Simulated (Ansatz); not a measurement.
`[OH][Ti]([F])([F])[Cl]` + HI → `[OH][Ti]([F])([Cl])[I]` + H–F at 600 K and 1 bar (ligand exchange at a Ti–F bond).

Program: Ansatz. Geometries: PBE0-D4/def2-TZVP. ΔE: electronic, gas phase. CCSD(T)/CBS is the MP2 limit (def2-TZVPP, def2-QZVPP) plus CCSD(T) − MP2 in def2-TZVPP, frozen cores. This one scheme is used for every species. def2 core potentials past Kr. For I, Ti outer-core shells are correlated without core-valence functions, which leaves a few kJ/mol of doubt a bond. Scalar relativity is left out up to krypton. Each species was taken in one conformer, which may not be the lowest.

| species | CCSD(T)/CBS energy (Eh) | H − E (kJ/mol) | S (J/(mol·K)) |
| --- | --- | --- | --- |
| `[OH][Ti]([F])([F])[Cl]` | -1584.32027 | 103.9 | 431.8 |
| HI | -298.03592 | 31.6 | 227.0 |
| `[OH][Ti]([F])([Cl])[I]` | -1781.95525 | 102.6 | 464.1 |
| H–F | -100.39570 | 42.3 | 194.0 |

H − E and S are ideal-gas, rigid-rotor, harmonic terms from PBE0-D4/def2-TZVP, for one conformer and one mirror image of each species. 1 Eh = 2625.50 kJ/mol, R = 8.31446 J/(mol·K).

Question: By hand: ΔE, ΔH, ΔS and ΔG.

Answer: ΔE = (-1781.95525) + (-100.39570) − (-1584.32027) − (-298.03592) = 0.00524 Eh = 13.8 kJ/mol. Δ(H − E) = 102.6 + 42.3 − 103.9 − 31.6 = 9.4, so ΔH = 23.2 kJ/mol. ΔS = 464.1 + 194.0 − 431.8 − 227.0 = -0.7 J/(mol·K). ΔG = 23.2 − 600 × (-0.7)/1000 = 23.6 kJ/mol.

Question: By hand: the equilibrium constant, and the temperature at which ΔG would vanish if ΔH and ΔS stayed fixed.

Answer: log₁₀ K = −ΔG/(RT ln 10) = -2.1. ΔH and −TΔS have one sign here, so there is no such temperature. One of them is within its doubt of zero, so this could turn.

The number of gas molecules stays the same, so ΔS is small and ΔH decides. A doubt of 5 kJ/mol in ΔE shifts log₁₀ K by 0.4 here. Other conformers and mirror images would add mixing entropy, several J/(mol·K) or more a flexible species. These are equilibria of isolated gas molecules and say nothing of rates. Largest T1 diagnostic: 0.024 (customary marks: 0.02 for closed shells, 0.045 for open ones).
